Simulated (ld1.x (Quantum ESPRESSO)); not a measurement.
Results of a calculation; reference values are marked as such.
## Hardness and transferability of assorted potentials

Generated with ld1.x 7.5 (TM, RRKJ, ultrasoft, PAW), atompaw 4.2 or ONCVPSP 4.0.1. The cutoff is in Ry: for ld1.x and atompaw files where the sum of valence levels is converged to 10 mRy in a Bessel basis, for ONCV files where the hardest occupied wave has 1 mHa per electron of residual kinetic energy. The error is the largest all-electron minus pseudo excitation energy over each file’s own four to seven test configurations (ionisations up to +4, promotions, holes and added fractions of an electron), all of which were solved. The labels leave out finer settings (local radius, basis sizes, second energies), which also bear on the numbers. Spin-polarised tests are not counted. The rows are a selection from randomly drawn settings: files with unsolved tests, undetermined cutoffs or missed reference levels are left out.

```tsv
element	potential	cutoff (Ry)	largest error (meV)	bound ghosts
B	TM, LDA (PZ), non-relativistic, rc 1.10/2.30/1.85 (spd), local smoothed, core correction no, reference 2s2 2p1	21	+156	none
C	ultrasoft, PBE, non-relativistic, rc 1.30/1.80/1.70 (spd), local smoothed, core correction no, reference 2s1.75 2p2.25	21	+108	none
N	PAW, revPBE, scalar-relativistic, rc 0.75/2.20 (sp), local smoothed, core correction yes, reference 2s2 2p3	60	+154	none
O	ultrasoft, BLYP, non-relativistic, rc 1.05/1.00/0.95 (spd), local smoothed, core correction yes, reference 2s2 2p4	70	+18	none
Cu	RRKJ, PBEsol, fully relativistic, rc 2.30/1.20/1.15 (spd), local s, core correction yes, reference 3p6 3d10 4s0 4p0	140	-1093	none
Zr	RRKJ, PBE, scalar-relativistic, rc 2.94/2.25/2.60 (spd), local s, core correction yes, reference 4p6 4d2 5s2 5p0	21	-1116	none
Pd	RRKJ, PBE, scalar-relativistic, rc 1.30/0.95/2.00 (spd), local p, core correction yes, reference 4s2 4p6 4d9.5 5s0 5p0	140	-233	none
```

(1) Fill in the row for Nb: TM, LDA (PZ), scalar-relativistic, rc 2.70/4.15/1.80 (spd), local s, core correction no, reference 4d4 5s1 5p0.

Results:

(1) cutoff 35 Ry, largest error +101 meV, bound ghosts: none.
